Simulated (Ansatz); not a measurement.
Spectroscopic constants of CrW, closed-shell singlet (the spin of the measured ground state). No spin–orbit coupling. Cr is treated without relativity. The T1 diagnostic near the minimum is 0.090, so single-reference values are doubtful.

The constants come from a fifth-degree fit in 1/R (seven points, main isotopes). In def2 and cc sets the state is the lowest found near the PBE0 minimum, followed along R. The singlet is held restricted.

The values were computed with Ansatz (Gaussian orbitals). Each number belongs to the level named beside it. In def2 rows elements past Kr take small-core potentials, without spin–orbit coupling.

```json
[
 {"level": "SVWN5/def2-TZVPP", "r_e (Å)": "1.799", "ω_e (cm⁻¹)": "617", "α_e (cm⁻¹)": "0.00038", "ω_e x_e (cm⁻¹)": "1.2", "D_e (eV)": "4.47", "dipole (D)": "1.60"},
 {"level": "PBE/def2-TZVPP", "r_e (Å)": "1.820", "ω_e (cm⁻¹)": "588", "α_e (cm⁻¹)": "0.00038", "ω_e x_e (cm⁻¹)": "1.2", "D_e (eV)": "2.63", "dipole (D)": "1.59"},
 {"level": "r2SCAN/def2-TZVPP", "r_e (Å)": "1.799", "ω_e (cm⁻¹)": "619", "α_e (cm⁻¹)": "0.00038", "ω_e x_e (cm⁻¹)": "1.2", "D_e (eV)": "0.28", "dipole (D)": "1.86"},
 {"level": "B97M-V/def2-TZVPP", "r_e (Å)": "1.797", "ω_e (cm⁻¹)": "608", "α_e (cm⁻¹)": "0.00040", "ω_e x_e (cm⁻¹)": "1.2", "D_e (eV)": "-0.10", "dipole (D)": "1.07"},
 {"level": "B3LYP/def2-TZVPP", "r_e (Å)": "1.794", "ω_e (cm⁻¹)": "629", "α_e (cm⁻¹)": "0.00037", "ω_e x_e (cm⁻¹)": "1.2", "D_e (eV)": "0.76", "dipole (D)": "1.60"},
 {"level": "PBE0/def2-TZVPP", "r_e (Å)": "1.776", "ω_e (cm⁻¹)": "653", "α_e (cm⁻¹)": "0.00037", "ω_e x_e (cm⁻¹)": "1.2", "D_e (eV)": "-0.74", "dipole (D)": "1.78"},
 {"level": "BHLYP/def2-TZVPP", "r_e (Å)": "1.828", "ω_e (cm⁻¹)": "511", "α_e (cm⁻¹)": "0.00034", "ω_e x_e (cm⁻¹)": "0.72", "D_e (eV)": "-2.72", "dipole (D)": "1.81"},
 {"level": "CAM-B3LYP/def2-TZVPP", "r_e (Å)": "1.766", "ω_e (cm⁻¹)": "677", "α_e (cm⁻¹)": "0.00035", "ω_e x_e (cm⁻¹)": "1.1", "D_e (eV)": "-0.26", "dipole (D)": "1.91"}
]
```

D_e counts from each atom's lowest state at the same level, without counterpoise or zero-point energy.

Measured for the ground state: D_0 2.867 ± 0.001 eV [Morse and co-workers].

Ansatz is a quantum-chemistry and plane-wave program.
